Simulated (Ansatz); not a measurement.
```yaml
crystal:
  periodic: [false, false, false]
  atoms:
    - {symbol: Ge, position_ang: [1.408655, 1.634689, -1.058746]}
    - {symbol: Ge, position_ang: [0.206683, -0.140813, 1.370216]}
    - {symbol: Ge, position_ang: [-0.884533, -0.645767, -0.861251]}
    - {symbol: O, position_ang: [-2.074292, -1.688027, -1.322540]}
    - {symbol: O, position_ang: [-0.012730, -0.733899, 2.891741]}
    - {symbol: O, position_ang: [1.268667, 1.060217, 0.697948]}
    - {symbol: O, position_ang: [0.087550, 0.513599, -1.717388]}
basis:
  gaussian: {orbitals: def2-TZVP, initial_orbitals: start.molden}
total_charge: 1
magnetization: {spin_polarized: true, initial_magnetization: 1}
hamiltonian: {xc: {name: CAM-B3LYP}, dispersion: d4}
scf: {omitted_lower_state_checks: [starts]}
output: {orbitals: {seedname: orbitals}}
```

The file start.molden holds the orbitals of an earlier run on this structure, at another level or in another basis.

```sh
$ ansatz run in.yaml --threads 4 --pin off --events-out ev --progress --plain --max-ram 4787MiB
```

Q: Does this run fit into the memory that it is given?

A: No. It has 268 basis functions, and Ansatz plans for 4.95 GiB where 4.67 GiB are given.
